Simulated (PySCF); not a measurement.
**[CeH3(H2O)]+ at several levels of theory**

Computed with PySCF 2.14.0 (density fitting, no spin-orbit coupling) at the geometry relaxed with PBE0:

```xyz
7
[CeH3(H2O)]+ (singlet)
Ce    0.2474   -0.2027    0.2027
H     1.2482    1.0334    1.2767
H    -1.0393   -1.2084    1.2084
H     1.2482   -1.2767   -1.0334
O    -1.1848    1.1775   -1.1775
H    -1.5333    2.0590   -0.9647
H    -1.5333    0.9647   -2.0590
```

```tsv
level	basis	state	HOMO (eV)	gap (eV)	charge on Ce1 (e)	population of f-type functions on Ce1 (core shells left out)	dipole about the centre of mass (D)	largest force component (eV/Å)
PBE0	Ce def2-SVP with ECP28, H def2-SVP, O def2-SVP	singlet	-12.53	3.94	1.22	0.78	5.21	0.01
PBE	the same	singlet	-11.20	1.23	1.15	1.00	5.14	0.46
TPSSh	the same	singlet	-11.94	2.49	1.27	0.86	5.25	0.24
```

Charges are Mulliken's, which hang on the basis. The relaxation used the grid (50, 194), these runs (75, 302) or, all-electron (x2c bases, spin-free X2C Hamiltonian), (99, 590).

**Question.** What does PBE0 with Ce def2-TZVP with ECP28, H def2-TZVP, O def2-TZVP give here?

**Answer.** state singlet, HOMO (eV) -12.55, gap (eV) 3.94, charge on Ce1 (e) 1.07, population of f-type functions on Ce1 (core shells left out) 0.81, dipole about the centre of mass (D) 5.09, largest force component (eV/Å) 0.24. Time: 18 s on 2 threads of Arm Neoverse V1, with other jobs on the host, from free ions and atoms.

In the first row's basis the gap widens with exact exchange: 1.2 eV for PBE (none); 2.5 to 3.9 eV for TPSSh, PBE0 (a fixed share).

No other spin state of this charge was computed.
